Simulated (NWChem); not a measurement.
# BeH2SO; SMILES [OH][Be][SH]

```xyz
5

Be     0.0247    -0.6358    -0.0239
O      0.0209    -2.0569    -0.0532
H      0.0055    -2.7609     0.6069
S      0.0642     1.2760    -0.0046
H     -1.2989     1.3441    -0.0119
```
Atoms are numbered in this order, from 1.

The geometry was optimised at PBE-D3(BJ)/def2-SVP.

**Question.** List the 6 lowest vertical singlet excitations from PBE/def2-SVP, TDA (NWChem).

**Answer.** 
```json
[
 {"state": "S1", "energy (eV)": "5.35", "oscillator strength": "0.043", "leading excitation (squared amplitude)": "HOMO → LUMO (0.99)"},
 {"state": "S2", "energy (eV)": "5.88", "oscillator strength": "0.002", "leading excitation (squared amplitude)": "HOMO → LUMO+1 (0.98)"},
 {"state": "S3", "energy (eV)": "6.78", "oscillator strength": "0.009", "leading excitation (squared amplitude)": "HOMO → LUMO+2 (0.46)"},
 {"state": "S4", "energy (eV)": "6.82", "oscillator strength": "0.002", "leading excitation (squared amplitude)": "HOMO → LUMO+3 (0.94)"},
 {"state": "S5", "energy (eV)": "6.96", "oscillator strength": "0.040", "leading excitation (squared amplitude)": "HOMO−1 → LUMO (0.46)"},
 {"state": "S6", "energy (eV)": "7.25", "oscillator strength": "0.075", "leading excitation (squared amplitude)": "HOMO−2 → LUMO (0.54)"}
]
```
